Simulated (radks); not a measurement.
Species: Zr4+. Configuration: [Kr] (the NIST ground configuration). Method: scalar-relativistic Kohn-Sham, LDA (Slater exchange, VWN5 correlation), spin-unpolarised, spherical densities, finite nucleus; Fermi nuclear charge, rms radius 4.2694 fm; computed with a radial shooting solver on a logarithmic mesh with Libxc functionals.

Local quantities along the radius. ELF = 1/(1 + alpha^2) is the electron localisation function; alpha = (tau - tau_W)/tau_unif compares the Pauli kinetic energy density with that of the uniform gas. tau is taken from the large components.

| r (bohr) | ELF | alpha |
|---|---|---|
| 0.001257 | 1.000 | 0.02113 |
| 0.001663 | 1.000 | 0.02107 |
| 0.0022 | 1.000 | 0.02154 |
| 0.002911 | 0.999 | 0.02266 |
| 0.003852 | 0.999 | 0.02466 |
| 0.005097 | 0.999 | 0.02798 |
| 0.006744 | 0.999 | 0.03341 |
| 0.008923 | 0.998 | 0.04255 |
| 0.01181 | 0.997 | 0.05882 |
| 0.01562 | 0.992 | 0.09021 |
| 0.02067 | 0.976 | 0.1571 |
| 0.02713 | 0.914 | 0.3076 |
| 0.0359 | 0.688 | 0.6726 |
| 0.0475 | 0.373 | 1.296 |
| 0.06284 | 0.325 | 1.440 |
| 0.08315 | 0.561 | 0.8853 |
| 0.11 | 0.761 | 0.5602 |
| 0.1456 | 0.715 | 0.6310 |
| 0.1926 | 0.373 | 1.296 |
| 0.2548 | 0.320 | 1.457 |
| 0.3372 | 0.667 | 0.7074 |
| 0.4461 | 0.778 | 0.5348 |
| 0.5903 | 0.556 | 0.8940 |
| 0.781 | 0.203 | 1.980 |
| 1.033 | 0.567 | 0.8734 |
| 1.367 | 0.858 | 0.4076 |
| 1.809 | 0.766 | 0.5522 |
| 2.394 | 0.318 | 1.465 |
| 3.167 | 0.018 | 7.294 |
| 4.191 | 0.000 | 78.44 |

On this mesh the ELF has minima near r = 0.055, 0.22, 0.78 bohr, which separate the shells, and maxima near 0.13 (0.77), 0.45 (0.78), 1.4 (0.86).

Self-consistent cycle (total energy in hartree, residual of the potential): 1: -3581.100741, 1e+01; 2: -3588.567334, 6e+00; 3: -3591.685456, 4e-01; 4: -3591.706800, 3e-01; 5: -3591.712515, 7e-02; 6: -3591.713423, 7e-03; 7: -3591.713415, 2e-03; 8: -3591.713410, 2e-04; 9: -3591.713411, 7e-05; 10: -3591.713411, 3e-05; 11: -3591.713411, 5e-08; 12: -3591.713411, 3e-07; 13: -3591.713411, 8e-09; 14: -3591.713411, 1e-09.
